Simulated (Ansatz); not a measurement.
Consider the cleavage of the Ge–Al bond: `C[O][AlH][GeH3]` + `NC#CO` → `NC#C[O][GeH3]` + `C[O][AlH2]`.

Computed with Ansatz on PBE0-D4/def2-TZVP structures; ΔE is electronic, products minus reactants. CBS: MP2 limit from def2 TZ/QZ plus the TZ coupled-cluster correction, frozen cores. Functionals use def2-TZVPP. For Ge outer-core shells are correlated without core-valence functions, which leaves a few kJ/mol of doubt a bond. Scalar relativity is left out up to krypton. Each species was taken in one conformer, which may not be the lowest.

`C[O][AlH][GeH3]`:

```xyz
11

C    -0.047    0.322   -2.048
O    -0.442   -0.810   -1.331
Al   -0.480   -1.250    0.295
Ge    0.317    0.358    2.003
H    -0.892    0.717   -2.621
H     0.746    0.060   -2.756
H     0.327    1.123   -1.398
H    -1.037   -2.697    0.604
H    -0.771    0.657    3.056
H     1.528   -0.195    2.783
H     0.751    1.715    1.415
```

`NC#CO`:

Cartesian coordinates in Å:
```
N 0.915 0.605 1.150
C 0.105 0.089 0.200
C -0.540 -0.363 -0.705
O -1.358 -0.866 -1.599
H 0.639 1.513 1.494
H 1.140 -0.026 1.904
H -0.901 -0.952 -2.444
```

`NC#C[O][GeH3]`:

Cartesian coordinates in Å:
```
N -2.749 -0.230 -0.163
C -1.476 0.213 -0.017
C -0.381 0.687 0.128
O 0.798 1.214 0.288
Ge 2.207 0.082 0.109
H -3.044 -0.894 0.538
H -2.976 -0.553 -1.091
H 2.048 -1.012 1.172
H 2.152 -0.490 -1.313
H 3.422 0.982 0.349
```

`C[O][AlH2]`:

```xyz
8

C     0.998    0.048   -0.770
O    -0.373   -0.049   -0.519
Al   -1.311   -0.068    0.882
H     1.341   -0.830   -1.327
H     1.592    0.120    0.150
H     1.207    0.934   -1.379
H    -0.584    0.042    2.287
H    -2.869   -0.197    0.677
```

| level | ΔE (kJ/mol) | difference from CCSD(T)/CBS |
| --- | --- | --- |
| r2SCAN-D4 | 3.6 | 2.3 |
| ωB97X-V | -4.0 | -5.3 |
| ωB97M-V | -1.2 | -2.5 |
| r2SCAN | 3.7 | 2.4 |
| HF/def2-TZVPP | -20.5 | -21.8 |
| MP2/def2-TZVPP | -10.7 | -12.0 |
| SCS-MP2/def2-TZVPP | -15.9 | -17.2 |
| MP2/def2-QZVPP | -8.8 | -10.1 |
| HF/CBS(def2) | -22.6 | -23.9 |
| CCSD/CBS(def2) | 0.9 | -0.4 |
| CCSD(T)/CBS | 1.3 | 0 |

Largest T1 diagnostic among the species: 0.013.

In def2-TZVPP, CCSD(T) changes the Hartree–Fock value by +17.3 kJ/mol (the triples alone add +0.4 kJ/mol) and MP2 by +9.8 kJ/mol.
